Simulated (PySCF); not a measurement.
Ga(Br)(Me)(OH) (CH₄BrGaO), SMILES [CH3][Ga]([OH])[Br]. Atoms are numbered in the order given.

```xyz
8

Ga     0.0591    -0.7688     0.0000
Br    -0.1078     1.5474     0.0000
C     -1.4883    -1.9632     0.0000
H     -2.1042    -1.7731     0.8916
H     -1.1517    -3.0095     0.0000
H     -2.1042    -1.7731    -0.8916
O      1.7267    -1.4072     0.0000
H      2.4180    -0.7319     0.0000
```

Geometry: B3LYP-D3(BJ)/def2-SVP. The structure was generated by enumeration; whether it is a known compound was not checked. One conformer was computed; it need not be the lowest.

Two levels are set side by side: PBE/pcSseg-1 (PySCF) and PBE0/pcSseg-1 (PySCF). GIAO shifts against H2O (¹⁷O), TMS (¹H), TMS (¹³C) at the same level; non-relativistic, no solvent, atoms listed together averaged. Without spin–orbit terms, shifts of atoms bonded to Cl or Br come out too high at both levels. Differences are taken from unrounded values.

| quantity | PBE0 |
|---|---|
| δ(¹³C) of C3 (ppm) | -1.2 |
| δ(¹H) of H4, H5, H6 (ppm) | 0.84 |
| δ(¹⁷O) of O7 (ppm) | 114.3 |
| δ(¹H) of H8 (ppm) | 3.28 |

### Question
What does PBE give, and how far is it from PBE0? (Estimate from the structure and the level; the computed values follow.)

### Answer

```tsv
quantity	PBE	PBE minus PBE0
δ(¹³C) of C3 (ppm)	0.9	2.1
δ(¹H) of H4, H5, H6 (ppm)	0.90	0.06
δ(¹⁷O) of O7 (ppm)	141.7	27.5
δ(¹H) of H8 (ppm)	3.73	0.45
```

Rough cost on one machine, each run with all the roots and properties that it gave: PBE0 against PBE within a factor of 2.
